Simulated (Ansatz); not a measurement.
Job for Ansatz (an electronic-structure program): R-r2SCAN/def2-TZVPP on H5NSi2 (SMILES N[Si][SiH3]), a point of a torsion scan.

Ansatz 0.2 input:
```yaml
crystal:
  periodic: [false, false, false]
  atoms:
    - {symbol: N, position_ang: [1.84930511, -0.16662273, 0.31381573]}
    - {symbol: Si, position_ang: [0.44022900, 0.02013359, 1.28209034]}
    - {symbol: Si, position_ang: [-1.33660683, 0.09454520, -0.15667414]}
    - {symbol: H, position_ang: [2.77145297, -0.23429380, 0.71128061]}
    - {symbol: H, position_ang: [1.88948359, -0.22062508, -0.69383825]}
    - {symbol: H, position_ang: [-2.19497485, -1.04512830, 0.22498754]}
    - {symbol: H, position_ang: [-2.10517294, 1.29200020, 0.23765177]}
    - {symbol: H, position_ang: [-1.42592897, 0.10311703, -1.62946707]}
basis:
  gaussian:
    orbitals: def2-TZVPP
hamiltonian:
  xc: {name: r2SCAN}
scf: {lower_state_search: off}
```

**Question.** What total energy does the run end on?

**Answer.** -636.6705 hartree.
